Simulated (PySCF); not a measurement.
1-butanol (C4H10O), SMILES OCCCC.

Geometry optimised at PBE0-D3(BJ)/def2-SVP. Other conformers were not sampled.

The numbers are results of PBE0-D3(BJ)/def2-SVP (PySCF), not measurements.

No scaling factor is applied to the harmonic values.

| mode | ν (cm⁻¹) | IR (km/mol) | moving atoms (share of kinetic energy) |
|---|---|---|---|
| 1 | 115 | 4.2 | C 50 %, H 50 % |
| 2 | 120 | 2.1 | C 38 %, H 36 %, O 26 % |
| 3 | 185 | 2.4 | C 50 %, H 28 %, O 22 % |
| 4 | 257 | 1.3 | H 89 %, C 11 % |
| 5 | 285 | 119.4 | H 92 % |
| 6 | 401 | 0.1 | C 64 %, H 28 % |
| 7 | 448 | 12.1 | C 42 %, O 36 %, H 21 % |
| 8 | 750 | 3.3 | H 93 % |
| 9 | 816 | 1.4 | H 89 %, C 11 % |
| 10 | 918 | 12.3 | H 59 %, C 40 % |
| 11 | 949 | 0.0 | H 87 %, C 12 % |
| 12 | 1037 | 2.9 | C 68 %, H 30 % |
| 13 | 1089 | 18.8 | H 51 %, C 47 % |
| 14 | 1114 | 27.4 | C 50 %, H 41 %, O 9 % |
| 15 | 1151 | 48.2 | C 47 %, O 28 %, H 25 % |
| 16 | 1186 | 2.5 | H 55 %, C 43 % |
| 17 | 1242 | 0.2 | H 76 %, C 22 % |
| 18 | 1243 | 39.3 | H 74 %, C 25 % |
| 19 | 1302 | 36.6 | H 71 %, C 24 % |
| 20 | 1307 | 0.3 | H 94 % |
| 21 | 1312 | 0.3 | H 88 %, C 11 % |
| 22 | 1384 | 4.2 | H 72 %, C 27 % |
| 23 | 1408 | 3.1 | H 61 %, C 39 % |
| 24 | 1463 | 1.8 | H 92 % |
| 25 | 1468 | 3.2 | H 71 %, C 27 % |
| 26 | 1469 | 8.2 | H 97 % |
| 27 | 1474 | 3.3 | H 86 %, C 13 % |
| 28 | 1484 | 5.8 | H 87 %, C 13 % |
| 29 | 1513 | 5.5 | H 90 %, C 9 % |
| 30 | 2974 | 62.5 | H 95 % |
| 31 | 3011 | 59.1 | H 90 %, C 10 % |
| 32 | 3041 | 23.7 | H 94 % |
| 33 | 3050 | 18.3 | H 97 % |
| 34 | 3056 | 40.2 | H 95 % |
| 35 | 3082 | 5.1 | H 91 %, C 9 % |
| 36 | 3113 | 35.0 | H 90 %, C 10 % |
| 37 | 3141 | 35.5 | H 91 %, C 9 % |
| 38 | 3149 | 24.0 | H 91 %, C 9 % |
| 39 | 3902 | 38.9 | H 94 % |
